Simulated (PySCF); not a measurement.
Computed IR spectrum (relative IR intensity) of a molecule C6H10. Coordinates come from a PBE-D3(BJ)/def2-SVP optimisation. Other conformers were not sampled. These are PBE-D3(BJ)/def2-SVP run with PySCF 2.14.0 values and carry that method's errors. Frequencies are harmonic and unscaled.

```csv
ν (cm⁻¹),relative intensity
305,2.1
344,9.8
542,6.0
637,59
646,54
717,11
797,3.1
909,2.2
1290,9.7
1317,5.2
1336,5.3
1353,10
1386,10
1405,7.7
1424,12
1431,6.3
2163,9.2
2962,10
2965,32
2969,51
2972,27
3003,11
3014,20
3026,40
3050,46
3059,37
3409,100
```

### Question
Pick the molecule that these values belong to.
A. C#CCCCC
B. C#C[C@@H](C)CC
C. C/C=C/C1CC1
D. C=CCCC=C

### Answer
A, C#CCCCC
